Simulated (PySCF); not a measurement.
## Orbital picture of PbN⁻

M06 at R = 2.016 Å; PySCF, scalar-relativistic core potentials, basis sets Pb def2-SVPD with ECP60, N def2-SVPD. State: ¹Σ⁺ (singlet), closed shell. Only the outer orbitals are listed, counted within each symmetry, core potentials removing the inner ones.

```
orbital  occ.  ε (eV)  on Pb (%)           main shells (%)
     5σ     2  -12.67         22   76 N s, 12 Pb s, 8 Pb d
     6σ     2   -6.24         81           78 Pb s, 12 N s
     7σ     2   -0.54         42           52 N p, 34 Pb p
     3π     2   -0.40         43           57 N p, 40 Pb p
     3π     2   -0.40         43           57 N p, 40 Pb p
     4π     0    3.40         73  55 Pb p, 27 N p, 18 Pb d
     4π     0    3.40         73  55 Pb p, 27 N p, 18 Pb d
```

Which are the highest filled and the lowest empty level, where do they sit, and how wide is the gap?

Highest filled 3π at -0.40 eV (in %: 57 N p, 40 Pb p); lowest empty 4π at 3.40 eV (in %: 55 Pb p, 27 N p, 18 Pb d); the gap at M06 is 3.80 eV. An empty level above zero is unbound, and its energy depends on the basis.

```json
{
  "bond order (Mayer)": "2.83",
  "⟨S²⟩": "0.000",
  "charge on Pb (Mulliken, basis-dependent)": "-0.43",
  "charge on Pb (Löwdin, basis-dependent)": "-0.34",
  "dipole moment (positive dipole points towards N; it is taken about the centre of mass and depends on that origin)": "-5.49 D"
}
```

These are scalar-relativistic numbers at best; spin–orbit coupling would shift them, the dissociation energy most.
